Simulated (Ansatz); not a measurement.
The cluster Si4Se4⁺, relaxed as a quartet with UKS PBE-D4/def2-SVP in Ansatz, starting from the PBE-D4/def2-SVP geometry of the charge +1 doublet. Force threshold 0.03 eV/Å.

At PBE-D4/def2-SVP a doublet of charge 1 lies 0.96 eV below the quartet, each at its own geometry. The structure comes from a short search, and lower isomers may exist.

Start:

```xyz
8

Si   -0.614   -0.771   -1.697
Si    0.445    1.792   -0.777
Si    0.741   -1.420    0.306
Si   -0.755    0.293    2.027
Se    1.590    0.592    1.181
Se    0.860    0.700   -2.757
Se   -1.768    0.874   -0.377
Se   -0.499   -2.061    2.092
```

| step | energy (eV) | largest force component (eV/Å) | SCF passes |
| --- | --- | --- | --- |
| 1 | -292809.4352 | 1.348 | 25 |
| 2 | -292809.6790 | 0.232 | 31 |
| 3 | -292809.6903 | 0.108 | 25 |
| 4 | -292809.6924 | 0.057 | 28 |
| 5 | -292809.6937 | 0.051 | 27 |
| 6 | -292809.6942 | 0.099 | 30 |
| 7 | -292809.6967 | 0.048 | 27 |
| 8 | -292809.7012 | 0.083 | 29 |
| 9 | -292809.7038 | 0.077 | 28 |
| 10 | -292809.7052 | 0.035 | 26 |
| 11 (rejected) | -292809.7050 | 0.060 | 28 |
| 12 | -292809.7061 | 0.013 | 26 |

Force components are those of the run's own axes.

End:

Cartesian coordinates in Å:
```
Si -0.638 -0.858 -1.571
Si 0.447 1.873 -0.747
Si 0.984 -1.604 0.264
Si -0.756 0.300 1.900
Se 1.515 0.659 1.163
Se 0.795 0.658 -2.681
Se -1.749 0.974 -0.298
Se -0.599 -2.003 1.971
```

By distances, no bond broke or formed. The bond that changes most is Si4–Se7, from 2.67 to 2.50 Å (atoms count from 1).

No frequencies were taken in this run, so the end may be a saddle point.

Run time 2.1 min (4 threads of Arm Neoverse N1 on a shared host).
